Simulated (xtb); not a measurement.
Job for xtb: GFN2-xTB on H4SiTe (SMILES [SiH3][TeH]), a point of a torsion scan.

```
$ xtb mol.xyz --gfn 2 --sp --chrg 0 --uhf 0
6

Si    -0.64973864     0.05165103     0.01262027
Te     1.67302370     0.90023143    -0.22484673
H     -0.83180413    -0.52798917     1.33361743
H     -1.60384212     1.13971679    -0.17498784
H     -0.92110264    -0.96083441    -1.00258776
H      2.05924162     0.42409278     1.30230127
```

It printed:

```
[...]
           -------------------------------------------------
          |                Calculation Setup                |
           -------------------------------------------------



           -------------------------------------------------
          |                 G F N 2 - x T B                 |
           -------------------------------------------------

        Reference                      10.1021/acs.jctc.8b01176
      * Hamiltonian:
        H0-scaling (s, p, d)           1.850000    2.230000    2.230000
        zeta-weighting                 0.500000
      * Dispersion:
        s8                             2.700000
        a1                             0.520000
        a2                             5.000000
        s9                             5.000000
      * Repulsion:
        kExp                           1.500000    1.000000
        rExp                           1.000000
      * Coulomb:
        alpha                          2.000000
        third order                    shell-resolved
        anisotropic                    true
        a3                             3.000000
        a5                             4.000000
        cn-shift                       1.200000
        cn-exp                         4.000000
        max-rad                        5.000000


          ...................................................
          :                      SETUP                      :
          :.................................................:
          :  # basis functions                  24          :
          :  # atomic orbitals                  22          :
          :  # shells                           10          :
          :  # electrons                        14          :
          :  max. iterations                   250          :
          :  Hamiltonian                  GFN2-xTB          :
          :  restarted?                      false          :
          :  GBSA solvation                  false          :
          :  PC potential                    false          :
          :  electronic temp.          300.0000000     K    :
          :  accuracy                    1.0000000          :
          :  -> integral cutoff          0.2500000E+02      :
          :  -> integral neglect         0.1000000E-07      :
          :  -> SCF convergence          0.1000000E-05 Eh   :
          :  -> wf. convergence          0.1000000E-03 e    :
          :  Broyden damping             0.4000000          :
          :  net charge                          0          :
          :  unpaired electrons                  0          :
          ...................................................

 iter      E             dE          RMSdq      gap      omega  full diag
   1     -6.8355098 -0.683551E+01  0.993E+00    4.18       0.0  T
   2     -6.8725441 -0.370343E-01  0.623E+00    3.26       1.0  T
   3     -6.8612498  0.112943E-01  0.541E+00    4.57       1.0  T
   4     -6.9009508 -0.397009E-01  0.189E+00    4.06       1.0  T
   5     -6.9010200 -0.691893E-04  0.759E-01    4.05       1.0  T
   6     -6.9010139  0.610602E-05  0.259E-01    4.06       1.0  T
   7     -6.9010155 -0.161619E-05  0.350E-01    4.01       1.0  T
   8     -6.9010849 -0.694652E-04  0.614E-02    4.04       1.0  T
   9     -6.9010862 -0.126391E-05  0.307E-02    4.04       1.3  T
  10     -6.9010867 -0.506532E-06  0.379E-03    4.05      10.8  T
  11     -6.9010867 -0.304838E-08  0.181E-03    4.05      22.6  T
  12     -6.9010867 -0.589986E-09  0.733E-04    4.05      55.7  T
  13     -6.9010867 -0.175449E-09  0.779E-05    4.05     524.3  T

   *** convergence criteria satisfied after 13 iterations ***

         #    Occupation            Energy/Eh            Energy/eV
      -------------------------------------------------------------
         1        2.0000           -0.8041524             -21.8821
         2        2.0000           -0.6933550             -18.8671
         3        2.0000           -0.4465540             -12.1514
         4        2.0000           -0.4341574             -11.8140
         5        2.0000           -0.4302091             -11.7066
         6        2.0000           -0.3819088             -10.3923
         7        2.0000           -0.3454907              -9.4013 (HOMO)
         8                         -0.1968220              -5.3558 (LUMO)
         9                         -0.1826344              -4.9697
        10                         -0.1772170              -4.8223
        11                         -0.1440054              -3.9186
        12                         -0.0778391              -2.1181
       ...                                ...                  ...
        22                          1.0550342              28.7089
      -------------------------------------------------------------
                  HL-Gap            0.1486688 Eh            4.0455 eV
             Fermi-level           -0.2711564 Eh           -7.3785 eV

 SCC (total)                   0 d,  0 h,  0 min,  0.006 sec
 SCC setup                      ...        0 min,  0.000 sec (  2.290%)
 Dispersion                     ...        0 min,  0.000 sec (  0.863%)
 classical contributions        ...        0 min,  0.000 sec (  0.402%)
 integral evaluation            ...        0 min,  0.001 sec ( 12.106%)
 iterations                     ...        0 min,  0.004 sec ( 66.354%)
 molecular gradient             ...        0 min,  0.001 sec ( 15.942%)
 printout                       ...        0 min,  0.000 sec (  1.686%)

         :::::::::::::::::::::::::::::::::::::::::::::::::::::
         ::                     SUMMARY                     ::
         :::::::::::::::::::::::::::::::::::::::::::::::::::::
         :: total energy              -6.860646964834 Eh    ::
         :: gradient norm              0.000007468814 Eh/a0 ::
         :: HOMO-LUMO gap              4.045482815333 eV    ::
         ::.................................................::
         :: SCC energy                -6.901086158972 Eh    ::
         :: -> isotropic ES            0.008769856361 Eh    ::
         :: -> anisotropic ES          0.001070895188 Eh    ::
         :: -> anisotropic XC          0.001317862044 Eh    ::
         :: -> dispersion             -0.003575670177 Eh    ::
         :: repulsion energy           0.040439194138 Eh    ::
         :: add. restraining           0.000000000000 Eh    ::
         :: total charge              -0.000000000000 e     ::
         :::::::::::::::::::::::::::::::::::::::::::::::::::::

           -------------------------------------------------
          |                Property Printout                |
           -------------------------------------------------

    * Orbital Energies and Occupations

         #    Occupation            Energy/Eh            Energy/eV
      -------------------------------------------------------------
         1        2.0000           -0.8041524             -21.8821
         2        2.0000           -0.6933550             -18.8671
         3        2.0000           -0.4465540             -12.1514
         4        2.0000           -0.4341574             -11.8140
         5        2.0000           -0.4302091             -11.7066
         6        2.0000           -0.3819088             -10.3923
         7        2.0000           -0.3454907              -9.4013 (HOMO)
         8                         -0.1968220              -5.3558 (LUMO)
         9                         -0.1826344              -4.9697
        10                         -0.1772170              -4.8223
        11                         -0.1440054              -3.9186
        12                         -0.0778391              -2.1181
        13                         -0.0735734              -2.0020
Note: The following floating-point exceptions are signalling: IEEE_UNDERFLOW_FLAG IEEE_DENORMAL
normal termination of xtb
        14                         -0.0424540              -1.1552
        15                          0.0252899               0.6882
        16                          0.0857531               2.3335
        17                          0.0964931               2.6257
        18                          0.4316359              11.7454
       ...                                ...                  ...
        22                          1.0550342              28.7089
      -------------------------------------------------------------
                  HL-Gap            0.1486688 Eh            4.0455 eV
             Fermi-level           -0.2711564 Eh           -7.3785 eV

     #   Z          covCN         q      C6AA      α(0)
     1  14 Si       3.684     0.408    99.551    19.114
     2  52 Te       1.876    -0.044   425.022    38.105
     3   1 H        0.921    -0.116     6.152     3.879
     4   1 H        0.919    -0.118     6.251     3.910
     5   1 H        0.919    -0.118     6.251     3.910
     6   1 H        0.951    -0.012     3.264     2.824

 Mol. C6AA /au·bohr⁶  :       1581.662586
 Mol. C8AA /au·bohr⁸  :     104869.933400
 Mol. α(0) /au        :         71.742820


Wiberg/Mayer (AO) data.
largest (>0.10) Wiberg bond orders for each atom

 ---------------------------------------------------------------------------
     #   Z sym  total        # sym  WBO       # sym  WBO       # sym  WBO
 ---------------------------------------------------------------------------
     1  14 Si   3.744 --     2 Te   1.023     3 H    0.901     4 H    0.900
                             5 H    0.900
     2  52 Te   2.082 --     1 Si   1.023     6 H    0.978
     3   1 H    0.987 --     1 Si   0.901
     4   1 H    0.986 --     1 Si   0.900
     5   1 H    0.986 --     1 Si   0.900
     6   1 H    1.000 --     2 Te   0.978
 ---------------------------------------------------------------------------

Topologies differ in total number of bonds
Writing topology from bond orders to xtbtopo.mol

molecular dipole:
                 x           y           z       tot (Debye)
 q only:        0.060       0.031      -0.029
   full:       -0.353      -0.090      -0.064       0.941
molecular quadrupole (traceless):
                xx          xy          yy          xz          yz          zz
 q only:       -0.516      -0.159       0.308      -0.172      -0.033       0.208
  q+dip:       -3.617      -2.007       1.185      -0.038      -0.318       2.432
   full:       -2.367      -1.111      -0.534       0.664      -1.204       2.901


           -------------------------------------------------
          | TOTAL ENERGY               -6.860646964834 Eh   |
          | GRADIENT NORM               0.000007468814 Eh/α |
          | HOMO-LUMO GAP               4.045482815333 eV   |
           -------------------------------------------------

------------------------------------------------------------------------
------------------------------------------------------------------------
 total:
 SCF:
```

The run finished.

Cost: around 0.04 core-seconds (rough).
